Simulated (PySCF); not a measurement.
A structure optimised at PBE0-D3(BJ)/def2-SVP, used in a PySCF frequency run:

```
O
C 1 1.4050
H 2 1.1036 1 109.84
H 2 1.1037 3 107.66 1 119.69
H 2 1.1047 3 107.79 4 116.03
Ga 1 1.7576 2 123.75 3 -121.93
F 6 1.7432 1 118.13 2 -179.83
O 6 1.7693 7 119.58 1 179.94
H 8 0.9634 6 113.19 7 -0.04
```
Charge 0, spin multiplicity 1.

Problem. Write its SMILES and formula.

Solution. C[O][Ga]([OH])[F], CH4FGaO2

Problem. What are its rotational constants (standard atomic weights)?

Solution. 5.8829, 2.5898, 1.8189 GHz
